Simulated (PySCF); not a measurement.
**Dipole moment and polarisability of `CC(C)(C)[C@@H]1C[S][GeH2][S]1`**

Species: C₆H₁₄GeS₂.
Structure used (PBE0-D3(BJ)/def2-SVP), in Å, numbered top down from 1:
```xyz
23
C6H14GeS2 angstrom
C     -0.079    1.292    1.059
C     -0.771    0.208    0.230
C     -1.563   -0.712    1.166
C     -1.747    0.881   -0.740
C      0.207   -0.656   -0.613
C      1.060   -1.703    0.095
S      2.458   -1.053    1.082
Ge     3.037    0.482   -0.423
S      1.267    0.324   -1.765
H      0.469    1.991    0.409
H     -0.835    1.874    1.609
H      0.626    0.865    1.785
H     -0.934   -1.119    1.971
H     -2.019   -1.554    0.620
H     -2.380   -0.148    1.643
H     -1.207    1.512   -1.463
H     -2.331    0.136   -1.304
H     -2.454    1.521   -0.191
H     -0.424   -1.230   -1.316
H      0.451   -2.286    0.801
H      1.459   -2.401   -0.655
H      3.195    1.851    0.265
H      4.311    0.136   -1.216
```

Level: CAM-B3LYP/def2-SVPD (PySCF), static field, nuclei fixed, core orbitals frozen in the response. The polarisability tensor in these axes (au):

```
x   155.43   3.75  -1.32
y     3.75 126.98  -6.86
z    -1.32  -6.86 130.81
```

Q: What are the eigenvalues, a third of the trace, and Δα (Δα² = ½Σ(αi − αj)² over the three pairs)?

A: Principal values 121.62, 135.48 and 156.11 au; mean 137.74 au = 20.41 Å³ = 22.71 × 10⁻⁴⁰ C²·m²/J; Δα = 30.06 au (22 % of the mean).

Q: What is the dipole moment, and where does it point?

A: (-1.12, -0.29, 0.20) D, 1.17 D in size, pointing from the negative to the positive side. Measured along this direction, the outermost atoms are H23 at the negative end and H15 at the positive end.

Q: Directions of the eigenvectors, and the extent of the frame along each?

A: Largest value along (0.98, 0.15, -0.09), where the nuclei span 6.89 Å; middle along (0.16, -0.58, 0.80), 4.31 Å; least along (-0.07, 0.80, 0.59), 4.93 Å. The strongest response lies along the longest span, while the other two are in reverse order.

Q: How large is μ²/3kT at 250 K beside α?

A: In Gaussian units μ²/3kT = 13.33 Å³ against 20.41 Å³, a ratio of 0.65; the Debye molar polarisation (4π/3)N_A(α + μ²/3kT) is 85.1 cm³/mol, leaving out the vibrational part.

Q: Sum over states: ᾱ = Σ f/ω², ω in Eh. What share falls to these 10 lowest TDDFT singlets (eV, f)? 5.16, 0.0026; 5.31, 0.0049; 5.67, 0.0043; 5.77, 0.0134; 6.41, 0.0061; 6.51, 0.0034; 6.70, 0.0073; 6.83, 0.0191; 6.97, 0.0205; 7.14, 0.0570.

A: They add up to 2.33 au, 1.7 % of the 137.74 au; the largest single term is 0.83 au, from the state at 7.14 eV. Terms in order: 0.07, 0.13, 0.10, 0.30, 0.11, 0.06, 0.12, 0.30, 0.31, 0.83 au. Higher excitations give the rest. The strengths listed sum to 0.139.

Q: Give the eigenvalues of the traceless quadrupole moment Θ = ½Σq(3rr − r²1), origin at the centre of nuclear charge.

A: -9.05, -0.85, 9.90 D·Å. The values depend on the origin, since the dipole doesn't vanish. The electronic extent ⟨r²⟩ about the same centre is 2203 bohr², a root-mean-square distance of 2.33 Å for the 114 electrons.

One conformer (not necessarily the lowest) at the PBE0-D3(BJ)/def2-SVP geometry, without solvent, vibrations or thermal averaging. The calculation is non-relativistic, for germanium too.
